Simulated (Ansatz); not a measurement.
A nudged elastic band was laid between two geometries of H2InO (4 atoms, charge 0, multiplicity 2).

Theory: UKS PBE0/def2-SVP (Ansatz).

* movable images: 7
* climbing image: yes
* spring: 5.0 eV/Å²
* optimiser: quadratic models (default)
* start path: through a guess of the saddle point
* force threshold: 0.03 eV/Å
* iteration limit: 60
* end points: relaxed

First end point:

```xyz
4
Properties=species:S:1:pos:R:3
O -1.793 -0.411 -0.162
In 0.178 0.021 0.009
H 1.070 -1.202 0.815
H 0.600 1.532 -0.683
```

Last end point:

```xyz
4
Properties=species:S:1:pos:R:3
O -0.867 0.482 -0.436
In 0.927 -0.149 0.244
H 0.845 -1.735 1.045
H -0.850 1.341 -0.873
```

(1) Which bonds break or form, and what moves?

(2) What energy profile does the band end with?

(3) What is the geometry of the highest image?

Answers

(1) Bonds broken: In2–H4. Bonds formed: O1–H4.

(2) It converged. The highest image is number 4 of 0 to 8, 83.5 kJ/mol above the first end and 276.4 kJ/mol above the last; the last end lies 192.9 kJ/mol below the first. Neighbouring images differ by up to 1.3 eV, so the band resolves the path poorly. A vibrational analysis at the climbing image gives one clearly imaginary mode, 1252i cm⁻¹: a first-order saddle point.

```
image  path coordinate (Å)  energy (kJ/mol)  In2–H4 (Å)  O1–H4 (Å)
    0                 0.00              0.0        1.72       3.13
    1                 0.31              6.6        1.71       2.81
    2                 0.63             26.5        1.72       2.44
    3                 0.94             58.1        1.74       2.05
    4                 1.26             83.5        1.79       1.65
    5                 1.60            -18.8        1.88       1.21
    6                 1.94           -146.5        2.13       0.98
    7                 2.28           -183.3        2.39       0.97
    8                 2.63           -192.9        2.57       0.96
```

(3) 
```xyz
4
Properties=species:S:1:pos:R:3:forces:R:3
O -1.477 0.188 -0.430 0.02 0.01 0.00
In 0.382 -0.187 0.161 0.01 -0.02 0.02
H 1.395 -1.311 0.950 -0.01 0.02 -0.01
H -0.244 1.250 -0.702 -0.01 0.00 0.00
```

Time of the run: 3.1 min on 1 thread of Intel(R) Xeon(R) Platinum 8259CL CPU @ 2.50GHz (Skylake/Cascade Lake), on a shared host, peak memory 0.15 GiB.
